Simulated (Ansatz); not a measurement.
`C[SiH](S)Br` at its PBE0-D4/def2-TZVP geometry, where that method's forces vanish. The species carries charge 0 and has multiplicity 1.

```xyz
9

C    -0.6544   -0.9606    0.2903
Si    0.2763    0.3472   -0.6414
S     1.9666    1.0756    0.4250
Br   -1.1573    1.9870   -1.1251
H    -1.4962   -1.3211   -0.3050
H     0.0085   -1.7990    0.5162
H    -1.0448   -0.5608    1.2284
H     0.8334   -0.1398   -1.9232
H     1.2679    1.3714    1.5348
```

(1) What forces (eV/Å) does PBE-D4/def2-TZVPP give on these atoms in Ansatz? (An estimate is asked.)

Results:

(1) Ansatz gave: 
```
C1   0.004 -0.012 -0.013
Si2 -0.007 -0.027  0.004
S3   0.355  0.020 -0.100
Br4 -0.179  0.195 -0.070
H5  -0.164 -0.075 -0.107
H6   0.120 -0.164  0.047
H7  -0.074  0.073  0.178
H8   0.082 -0.062 -0.144
H9  -0.137  0.050  0.206
```
